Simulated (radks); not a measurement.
Question: All-electron atom: the antimony anion Sb3- in [Xe]. All-electron calculation, scalar-relativistic Kohn-Sham, LDA (Slater exchange, Perdew-Wang correlation), spin-unpolarised, spherical densities, finite nucleus; Fermi nuclear charge, rms radius 4.6802 fm; Watson sphere of charge +3 and radius 5.48 bohr. Program: a radial shooting solver on a logarithmic mesh with Libxc functionals. Some entries of the table are withheld. Estimate them.

| orbital | occ. | eigenvalue (hartree) | <r^2> (bohr^2) | <1/r> (bohr^-1) |
|---|---|---|---|---|
| 1s | 2 | (1) | (2) | 54.26 |
| 2s | 2 | -169.1753 | 0.01776 | (3) |
| 2p | 6 | -151.9619 | 0.01402 | 11.91 |
| 3s | 2 | -33.04363 | 0.1253 | 4.415 |
| 3p | 6 | -27.43083 | (4) | 4.205 |
| 3d | 10 | -18.83751 | (5) | 3.975 |
| 4s | 2 | -5.32673 | 0.7075 | 1.762 |
| 4p | 6 | -3.60385 | 0.8302 | 1.604 |
| 4d | 10 | -1.10318 | 1.263 | 1.294 |
| 5s | 2 | -0.37155 | 6.370 | 0.5607 |
| 5p | 6 | -0.12141 | 18.26 | 0.3437 |

Answer: 
(1) 1s eigenvalue (hartree): -1112.225
(2) 1s <r^2> (bohr^2): 0.001096
(3) 2s <1/r> (bohr^-1): 12.40
(4) 3p <r^2> (bohr^2): 0.1257
(5) 3d <r^2> (bohr^2): 0.1108
